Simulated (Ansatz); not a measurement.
Relaxation of BBrClH5N2 (10 atoms, charge 0, multiplicity 1), to a largest force component of 0.03 eV/Å in at most 50 steps.

These are results of RHF/def2-SVP in Ansatz, not measurements.

```xyz
10
Properties=species:S:1:pos:R:3
B 0.025 -0.600 -0.522
N 0.014 -0.034 2.172
H -0.759 0.159 2.789
H 0.792 0.537 2.463
Cl 1.464 0.415 -0.736
N -1.230 -0.190 -0.922
H -2.037 -0.769 -0.825
H -1.411 0.748 -1.217
Br 0.272 -2.528 0.007
H 0.282 -1.016 2.312
```

Task: Where does it end, and by what steps?

Result: The run converged. The force dipped under the threshold on the way, but the program's further checks kept it going. After 13 steps the energy has fallen by 0.115 eV; H3 moved furthest, 0.49 Å.

```json
{"step": "0", "energy less start (eV)": "0.0000", "largest force component (eV/Å)": "1.066", "accepted": "yes"}
{"step": "1", "energy less start (eV)": "-0.0840", "largest force component (eV/Å)": "0.436", "accepted": "yes"}
{"step": "2", "energy less start (eV)": "-0.1042", "largest force component (eV/Å)": "0.234", "accepted": "yes"}
{"step": "3", "energy less start (eV)": "-0.1042", "largest force component (eV/Å)": "0.372", "accepted": "no"}
{"step": "4", "energy less start (eV)": "-0.1109", "largest force component (eV/Å)": "0.062", "accepted": "yes"}
{"step": "5", "energy less start (eV)": "-0.1124", "largest force component (eV/Å)": "0.053", "accepted": "yes"}
{"step": "6", "energy less start (eV)": "-0.1124", "largest force component (eV/Å)": "0.057", "accepted": "no"}
{"step": "7", "energy less start (eV)": "-0.1125", "largest force component (eV/Å)": "0.044", "accepted": "yes"}
{"step": "8", "energy less start (eV)": "-0.1138", "largest force component (eV/Å)": "0.024", "accepted": "yes"}
{"step": "9", "energy less start (eV)": "-0.1141", "largest force component (eV/Å)": "0.167", "accepted": "yes"}
{"step": "10", "energy less start (eV)": "-0.1150", "largest force component (eV/Å)": "0.042", "accepted": "yes"}
{"step": "11", "energy less start (eV)": "-0.1150", "largest force component (eV/Å)": "0.040", "accepted": "yes"}
{"step": "12", "energy less start (eV)": "-0.1149", "largest force component (eV/Å)": "0.084", "accepted": "no"}
{"step": "13", "energy less start (eV)": "-0.1154", "largest force component (eV/Å)": "0.008", "accepted": "yes"}
```

```xyz
10
Properties=species:S:1:pos:R:3
B 0.013 -0.701 -0.761
N -0.040 -0.022 2.479
H -0.623 0.280 3.241
H 0.749 0.601 2.437
Cl 1.431 0.370 -0.802
N -1.238 -0.227 -1.092
H -2.055 -0.799 -1.057
H -1.405 0.741 -1.273
Br 0.263 -2.590 -0.366
H 0.315 -0.932 2.715
```

Whether the end is a true minimum wasn't checked by a vibrational analysis.

The run took 18 s on 2 threads of Intel(R) Xeon(R) 6975P-C (Granite Rapids) (shared host), peak memory 0.3 GiB.
